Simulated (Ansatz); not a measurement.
Al2P2⁻, relaxed as a doublet with UKS B3LYP-D4/def2-TZVPD in Ansatz, starting from the GFN2-xTB geometry. Force threshold 0.02 eV/Å.

Another isomer (doublet) lies 0.24 eV lower at PBE0-D4/def2-TZVPD; other spin states weren't run for this one.

Start:

```xyz
4

Al   -0.567    1.598   -0.078
Al    0.567   -1.597    0.079
P    -1.333   -0.441    0.676
P     1.333    0.439   -0.676
```

Q: Estimate the energy that the relaxation releases and the steps that it takes.

A: 96.2 kJ/mol, in 6 steps; 61 s on 2 threads of AMD EPYC 7R43 on a shared host. No frequencies were taken in this run, so the end may be a saddle point.

Q: Does the start keep its bonding and symmetry?

A: By distances, no bond broke or formed, bridged metal pairs apart. The bond that changes most is Al2–P4, from 2.30 to 2.31 Å (atoms count from 1). Metal–metal contacts that move far: Al1–Al2 3.39 to 2.75 Å. Point group D2h at the start, D2h at the end, both within 0.05 Å.

Q: Predict the relaxed structure.

A: 
```tsv
atom	x (Å)	y (Å)	z (Å)
Al1	-0.4592	1.2937	-0.0638
Al2	0.4592	-1.2936	0.0638
P3	-1.5888	-0.5243	0.8055
P4	1.5889	0.5242	-0.8055
```
Bond lengths (bridged metal pairs left out): 4 × Al–P 2.31 Å.
